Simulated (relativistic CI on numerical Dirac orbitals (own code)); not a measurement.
# Cu3+ in a cubic cluster: 2p photoemission with charge transfer

Computed with a charge-transfer multiplet model of a cubic metal-ligand cluster with up to 2 ligand holes, Slater and spin-orbit integrals from Dirac-Coulomb-Breit ions, Slater integrals scaled by 0.8. The ground state mixes d8 with configurations of k ligand holes L, whose averages lie at kΔ + k(k − 1)U_dd/2; a core hole lowers each added d electron by U_cd. 300 K, Lorentzian 0.6 eV and Gaussian 0.8 eV FWHM.

Atomic integrals in eV (Slater integrals scaled, ζ unscaled), ground: F2dd 11.066, F4dd 6.905, zeta_d 0.110; with the core hole: F2dd 12.413, F4dd 7.786, zeta_d 0.150, zeta_core 13.370, F2cd 7.564, G1cd 5.867, G3cd 3.340.

Cluster parameters (eV): Δ = -1.3, U_dd = 8, U_cd = 9.9, 10Dq = 1.65, 10Dq(ligand) = 0.1, final-state hopping factor = 1.

```
                             Case   n_d    d8   d9L  d10L2     S
V(eg) = 2.1 eV, V(t2g) = -0.93 eV  8.53  0.50  0.46   0.03  1.00
V(eg) = 2.4 eV, V(t2g) = -1.06 eV  8.55  0.48  0.48   0.04  1.00
V(eg) = 2.7 eV, V(t2g) = -1.19 eV  8.58  0.47  0.49   0.05  1.00
  V(eg) = 3 eV, V(t2g) = -1.32 eV  8.60  0.45  0.49   0.05  1.00
V(eg) = 3.6 eV, V(t2g) = -1.59 eV  8.64  0.43  0.50   0.07  1.00
```

Weights, n_d and S are thermal averages at 300 K. Binding energies count from the first peak over 30 % of the highest in each spectrum, which can be another peak from case to case. The parameters are a model scan and need not match a compound or its usual spin state. Peaks in eV (height, largest 100):
- V(eg) = 2.1 eV, V(t2g) = -0.93 eV: 0.0 (100), 5.5 (33), 7.0 (41), 12.7 (21), 13.9 (19), 17.3 (7), 20.3 (49), 26.4 (36), 34.3 (14)
- V(eg) = 2.4 eV, V(t2g) = -1.06 eV: 0.0 (100), 7.5 (37), 13.5 (15), 14.7 (14), 20.3 (50), 27.0 (32), 35.1 (10), 35.7 (10)
- V(eg) = 2.7 eV, V(t2g) = -1.19 eV: 0.0 (100), 8.0 (34), 14.3 (10), 15.5 (11), 20.3 (51), 27.6 (28), 36.5 (8)
- V(eg) = 3 eV, V(t2g) = -1.32 eV: 0.0 (100), 8.4 (32), 15.1 (8), 16.3 (8), 17.4 (7), 20.3 (52), 28.3 (25), 37.3 (6)
- V(eg) = 3.6 eV, V(t2g) = -1.59 eV: 0.0 (100), 9.4 (29), 20.3 (53), 29.6 (20)

Curve for V(eg) = 2.7 eV, V(t2g) = -1.19 eV (points under 2 left out, the grid thinned):

E (eV), Intensity and a bar:
```
     -2.9        2.1 
     -2.2        3.6 
     -1.5        8.1 ##
     -0.8       32.9 ##########
     -0.1       97.3 ##############################
      0.6       62.6 ###################
      1.3       17.4 #####
      2.0        5.9 #
      2.7        3.2 
      3.4        2.3 
      4.1        2.2 
      4.8        3.3 
      5.5        7.6 ##
      6.2       15.7 ####
      6.9       25.6 #######
      7.6       32.8 ##########
      8.3       33.4 ##########
      9.0       20.1 ######
      9.7        5.8 #
     10.4        2.4 
     13.5        4.2 #
     14.2       10.3 ###
     14.9        9.0 ##
     15.7       10.3 ###
     16.4        8.1 ##
     17.1        7.2 ##
     17.8        5.9 #
     18.5        6.7 #
     19.2       12.8 ###
     19.9       40.1 ############
     20.6       43.3 #############
     21.3       13.1 ###
     22.0        4.3 #
     22.7        2.1 
     26.1        3.8 #
     26.8       11.3 ###
     27.5       27.3 ########
     28.2       19.2 #####
     28.9        7.6 ##
     29.6        2.3 
     35.1        5.1 #
     35.8        7.2 ##
     36.5        7.9 ##
     37.2        5.3 #
     37.9        2.1
```

For the case V(eg) = 2.7 eV, V(t2g) = -1.19 eV, Δ = -1.3 eV is smaller than U_dd = 8 eV, the charge-transfer side of the Zaanen-Sawatzky-Allen scheme (negative Δ: between configuration averages a ligand hole costs less than the nominal valence; multiplet and field energies can change this for the lowest states). With the core hole the average of the configuration with one ligand hole lies at Δ − U_cd = -11.2 eV before mixing: it lies below the unscreened one, so the lowest final states are mostly screened and the unscreened weight appears at higher binding energy as a satellite.
